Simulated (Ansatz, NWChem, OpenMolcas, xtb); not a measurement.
## SnNH2F (SMILES [NH2][Sn][F]): methods side by side

The species is SnNH2F (5 atoms), meant as a singlet with charge 0. As SMILES, `[NH2][Sn][F]`. The coordinates come from a PBE0-D4/def2-TZVP relaxation. This is one conformer, not always the lowest.

Each level gives the HOMO–LUMO gap (eV). The values are calculated.

```csv
level,kind,program,value (eV),CPU time
GFN2-xTB,semi-empirical,xtb,3.93,under 2 s
HF/def2-SVP (core potential),Hartree–Fock,NWChem,10.90,8.9 s
SVWN5/def2-SVP (core potential),LDA,OpenMolcas,3.73,11 s
PBE/def2-SVP (core potential),GGA,OpenMolcas,3.74,19 s
M06-L/def2-SVP (core potential),meta-GGA,OpenMolcas,4.13,22 s
TPSSh/def2-SVP (core potential),hybrid meta-GGA,NWChem,4.65,22 s
HSE06/def2-SVP (core potential),range-separated hybrid,Ansatz,4.97,5.7 s
wB97X/def2-SVP (core potential),range-separated hybrid,Ansatz,9.91,18 s
PBE-QIDH/def2-SVP (core potential),double hybrid,Ansatz,8.93,6.7 s
```

The values span 3.73 to 10.90 eV. Orbital gaps aren't excitation energies, and those of double hybrids come from the SCF part alone; they tend to grow with the share of exact exchange. Times are those of the runs behind each value, whatever else they computed, on shared processors of several kinds: orders of magnitude only.
